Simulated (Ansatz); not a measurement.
Gas-phase electronic energies from Ansatz, PBE0-D4/def2-TZVP geometries. CCSD(T)/CBS is the MP2 limit (def2-TZVPP, def2-QZVPP) plus CCSD(T) − MP2 in def2-TZVPP, frozen cores. For Ga outer-core shells are correlated without core-valence functions, which leaves a few kJ/mol of doubt a bond. Scalar relativity is left out up to krypton. One conformer a species, not always the lowest.

`B[CH2][GaH][CH3]` + `FBB(F)F` → `BB(F)BF` + `[CH3][GaH][CH2]F`  (redistribution)

```
             level  ΔE (kJ/mol)
   CCSD/def2-TZVPP        343.6
SCS-MP2/def2-QZVPP        349.7
```

Problem. What does CCSD(T)/CBS give? (Estimate.)

Solution. Ansatz gave: +344.3 kJ/mol. The listed levels differ from it by -0.7, 5.4 kJ/mol.

Largest T1 diagnostic among the species: 0.014.

From PBE to PBE0 (25 % exact exchange), in def2-TZVPP and without D4, ΔE moves by +8.5 kJ/mol. The D4 term adds +4.3 kJ/mol with B3LYP and +2.3 kJ/mol with PBE0; it sums over pairs of atoms, weighted by their polarisabilities, and B3LYP, whose exchange is more repulsive, gets the larger term.

B3LYP here is the variant with VWN-RPA as its local correlation; programs differ in this.
